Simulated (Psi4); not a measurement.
Ru, charge -1, doublet (typed; the unrestricted solution is spin-contaminated) (a state made from the parent by changing its charge; the spin is typed, not shown lowest) (core potentials on Ru) (a gas-phase anion, which may not be bound at this level); B3LYP/def2-SV(P) run with Psi4.

The Psi4 input:
```
memory 2 GB

molecule mol {
-1 2
  Ru    0.000000    0.000000    0.000000
}

set basis def2-sv(p)
set reference uks

energy('b3lyp')
print_variables()
```

Output, abridged:

```
   => Loading Basis Set <=

    Name: DEF2-SV(P)
    Role: ORBITAL
    Keyword: BASIS

    !!!  WARNING: ECP capability is in beta. Please check occupations closely.  !!!

         ---------------------------------------------------------
                                   SCF
               by Justin Turney, Rob Parrish, Andy Simmonett
                          and Daniel G. A. Smith
                              UKS Reference
         ---------------------------------------------------------

  ==> Geometry <==

    Molecular point group: d2h
    Geometry (in Angstrom), charge = -1, multiplicity = 2:

       Center              X                  Y                   Z               Mass
    ------------   -----------------  -----------------  -----------------  -----------------
         RU           0.000000000000     0.000000000000     0.000000000000   101.904344100000

  Running in d2h symmetry.

  Rotational constants: A = ************  B = ************  C = ************ [cm^-1]
  Rotational constants: A = ************  B = ************  C = ************ [MHz]
  Nuclear repulsion =    0.000000000000000

  Charge       = -1
  Multiplicity = 2
  Electrons    = 17
  Nalpha       = 9
  Nbeta        = 8

  ==> Algorithm <==

  SCF Algorithm Type is DF.
  DIIS enabled.
  MOM disabled.
  Fractional occupation disabled.
  Guess Type is CORE.
  Energy threshold   = 1.00e-06
  Density threshold  = 1.00e-06
  Integral threshold = 1.00e-12

  ==> Primary Basis <==

  Basis Set: DEF2-SV(P)
    Blend: DEF2-SV(P)
    Number of shells: 10
    Number of basis functions: 24
    Number of Cartesian functions: 26
    Spherical Harmonics?: true
    Max angular momentum: 2

  Core potential: DEF2-SV(P)
    Number of shells: 4
    Number of ECP primitives: 14
    Number of ECP core electrons: 28
    Max angular momentum: 3

  ==> DFT Potential <==

   => LibXC <=

    Version 7.1.2
    S. Lehtola, C. Steigemann, M. J. T. Oliveira, and M. A. L. Marques,  SoftwareX 7, 1–5 (2018) (10.1016/j.softx.2017.11.002)

   => Composite Functional: B3LYP <=

    B3LYP Hyb-GGA Exchange-Correlation Functional

    P. J. Stephens, F. J. Devlin, C. F. Chabalowski, and M. J. Frisch,  J. Phys. Chem. 98, 11623 (1994) (10.1021/j100096a001)

    Deriv               =              1
    GGA                 =           TRUE
    Meta                =          FALSE

    Exchange Hybrid     =           TRUE
    MP2 Hybrid          =          FALSE

   => Exchange Functionals <=

    0.0800   Slater exchange
    0.7200         Becke 88

   => Exact (HF) Exchange <=

    0.2000               HF

   => Correlation Functionals <=

    0.1900   Vosko, Wilk & Nusair (VWN5_RPA)
    0.8100   Lee, Yang & Parr

   => LibXC Density Thresholds  <==

    XC_HYB_GGA_XC_B3LYP:  1.00E-15

   => Molecular Quadrature <=

    Radial Scheme          =       TREUTLER
    Pruning Scheme         =           NONE
    Nuclear Scheme         =       TREUTLER

    Blocking Scheme        =         OCTREE
    BS radius alpha        =              1
    Pruning alpha          =              1
    Radial Points          =             75
    Spherical Points       =            302
    Total Points           =          21412
    Total Blocks           =            238
    Max Points             =            250
    Max Functions          =             24
    Weights Tolerance      =       1.00E-15

   => Loading Basis Set <=

    Name: (DEF2-SV(P) AUX)
    Role: JKFIT
    Keyword: DF_BASIS_SCF

  ==> Integral Setup <==

  SCF_SUBTYPE=INCORE selected. In-core MEM_DF algorithm will be used.
  Using in-core AOs.

  ==> MemDFJK: Density-Fitted J/K Matrices <==

    J tasked:                   Yes
    K tasked:                   Yes
    wK tasked:                   No
    Algorithm:                 Core
    Schwarz Cutoff:           1E-12
    Mask sparsity (%):       0.0000
    Fitting Condition:        1E-10

   => Auxiliary Basis Set <=

  Basis Set: (DEF2-SV(P) AUX)
    Blend: DEF2-UNIVERSAL-JKFIT
    Number of shells: 49
    Number of basis functions: 255
    Number of Cartesian functions: 384
    Spherical Harmonics?: true
    Max angular momentum: 6

  Minimum eigenvalue in the overlap matrix is 2.5394439877E-02.
  Reciprocal condition number of the overlap matrix is 8.4467523184E-03.
    Using symmetric orthogonalization.

  ==> Pre-Iterations <==

  SCF Guess: Core (One-Electron) Hamiltonian.

   -------------------------------------------------------
    Irrep   Nso     Nmo     Nalpha   Nbeta   Ndocc  Nsocc
   -------------------------------------------------------
     Ag         9       9       3       2       2       1
     B1g        2       2       1       1       1       0
     B2g        2       2       1       1       1       0
     B3g        2       2       1       1       1       0
     Au         0       0       0       0       0       0
     B1u        3       3       1       1       1       0
     B2u        3       3       1       1       1       0
     B3u        3       3       1       1       1       0
   -------------------------------------------------------
    Total      24      24       9       8       8       1
   -------------------------------------------------------

  ==> Iterations <==

                           Total Energy        Delta E     RMS |[F,P]|

    Occupation by irrep:
             Ag   B1g   B2g   B3g    Au   B1u   B2u   B3u
    DOCC [     2,    0,    0,    0,    0,    2,    2,    2 ]
    SOCC [     1,    0,    0,    0,    0,    0,    0,    0 ]
    NA   [     3,    0,    0,    0,    0,    2,    2,    2 ]
    NB   [     2,    0,    0,    0,    0,    2,    2,    2 ]

   @DF-UKS iter   1:   -91.02952948944581   -9.10295e+01   1.83636e-01 ADIIS
    Occupation by irrep:
             Ag   B1g   B2g   B3g    Au   B1u   B2u   B3u
    DOCC [     2,    1,    1,    1,    0,    1,    1,    1 ]
    SOCC [     1,    0,    0,    0,    0,    0,    0,    0 ]
    NA   [     3,    1,    1,    1,    0,    1,    1,    1 ]
    NB   [     2,    1,    1,    1,    0,    1,    1,    1 ]

   @DF-UKS iter   2:   -83.78219731835742    7.24733e+00   3.46694e-01 ADIIS
   @DF-UKS iter   3:   -94.72843028124325   -1.09462e+01   3.07342e-02 ADIIS/DIIS
   @DF-UKS iter   4:   -94.78220544847824   -5.37752e-02   6.60708e-03 ADIIS/DIIS
   @DF-UKS iter   5:   -94.78071894770611    1.48650e-03   9.54741e-03 ADIIS/DIIS
   @DF-UKS iter   6:   -94.78726570290219   -6.54676e-03   6.96443e-04 ADIIS/DIIS
   @DF-UKS iter   7:   -94.78746617717435   -2.00474e-04   4.28737e-04 ADIIS/DIIS
   @DF-UKS iter   8:   -94.78767114256652   -2.04965e-04   3.20538e-04 ADIIS/DIIS
   @DF-UKS iter   9:   -94.78768176771109   -1.06251e-05   4.64064e-05 DIIS
   @DF-UKS iter  10:   -94.78768255023091   -7.82520e-07   1.86864e-05 DIIS
   @DF-UKS iter  11:   -94.78768287341676   -3.23186e-07   7.30091e-06 DIIS
   @DF-UKS iter  12:   -94.78768293014437   -5.67276e-08   2.46496e-06 DIIS
   @DF-UKS iter  13:   -94.78768294513489   -1.49905e-08   2.27543e-06 DIIS
   @DF-UKS iter  14:   -94.78768295261280   -7.47791e-09   5.01754e-07 DIIS
  Energy and wave function converged.

  ==> Post-Iterations <==

   Electrons on quadrature grid:
      Nalpha   =    9.0000000000 ; deviation = -3.553e-15
      Nbeta    =    8.0000000000 ; deviation = 1.776e-15
      Ntotal   =   17.0000000000 ; deviation = -1.776e-15

   @Spin Contamination Metric:   3.286869366E-01
   @S^2 Expected:                7.500000000E-01
   @S^2 Observed:                1.078686937E+00
   @S   Expected:                5.000000000E-01
   @S   Observed:                5.000000000E-01

    Orbital Energies [Eh]
    ---------------------

    Alpha Occupied:

[...]
    Alpha Virtual:

[...]
    Beta Occupied:

[...]
    Beta Virtual:

[...]
       9Ag    45.031484

    Final Occupation by Irrep:
             Ag   B1g   B2g   B3g    Au   B1u   B2u   B3u
    DOCC [     2,    1,    1,    1,    0,    1,    1,    1 ]
    SOCC [     1,    0,    0,    0,    0,    0,    0,    0 ]
    NA   [     3,    1,    1,    1,    0,    1,    1,    1 ]
    NB   [     2,    1,    1,    1,    0,    1,    1,    1 ]

  @DF-UKS Final Energy:   -94.78768295261280

   => Energetics <=

    Nuclear Repulsion Energy =              0.0000000000000000
    One-Electron Energy =                -168.9792510910000942
    Two-Electron Energy =                  82.5834470070603146
    DFT Exchange-Correlation Energy =      -8.3918788686730128
    Empirical Dispersion Energy =           0.0000000000000000
    VV10 Nonlocal Energy =                  0.0000000000000000
    Total Energy =                        -94.7876829526127977

  UHF NO Occupations:
  HONO-2 :    1B3g 1.9999104
  HONO-1 :    2 Ag 1.8195856
  HONO-0 :    3 Ag 1.0000000
  LUNO+0 :    4 Ag 0.1804144
  LUNO+1 :    2B3g 0.0000896
  LUNO+2 :    2B2g 0.0000896
  LUNO+3 :    2B1u 0.0000135

Computation Completed

Properties will be evaluated at   0.000000,   0.000000,   0.000000 [a0]

Properties computed using the SCF density matrix

 Multipole Moments:

 ------------------------------------------------------------------------------------
     Multipole            Electronic (a.u.)      Nuclear  (a.u.)        Total (a.u.)
 ------------------------------------------------------------------------------------

 L = 1.  Multiply by 2.5417464519 to convert [e a0] to [Debye]
 Dipole X            :          0.0000000            0.0000000            0.0000000
 Dipole Y            :          0.0000000            0.0000000            0.0000000
 Dipole Z            :          0.0000000            0.0000000            0.0000000
 Magnitude           :                                                    0.0000000

 ------------------------------------------------------------------------------------

  Variable Map:
  ----------------------------------------------------------------------------
[...]
  Array Variable Map:
  ----------------------------------------------------------------------------
[...]
[...]
```
